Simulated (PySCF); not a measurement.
**A small calculation by hand: oscillator strength and radiative lifetime**

Si(H)3(Et) (C2H8Si), SMILES CC[SiH3].

The structure is a stationary point at PBE0-D3(BJ)/def2-SVP.

TDA-M06-2X/def2-SVPD (PySCF 2.14.0) puts the first singlet state with f over 0.02 at 8.58 eV (vertical), with the transition dipole (0.000, 0.000, 0.327) in atomic units.

Q: Find the oscillator strength, the wavelength and the radiative lifetime that this transition would have in vacuum if emission retraced absorption.

A: 
|μ|² = 0.1069 au, so |μ| = 0.83 D. ΔE = 8.58/27.211 = 0.3153 hartree. f = (2/3) ΔE |μ|² = 0.022 (the program prints 0.022).
λ = 1239.84/8.58 = 145 nm; ν = 69202 cm⁻¹.
Einstein's coefficient A = 0.6670 ν² f s⁻¹ (ν in cm⁻¹) = 7.2e7 s⁻¹, so τ = 1/A = 14 ns. This state is S3; the lower singlets have f = 0.020, 0.003. The figure is the radiative limit of this one transition; relaxation, internal conversion, crossing to triplets and a medium change what is measured.
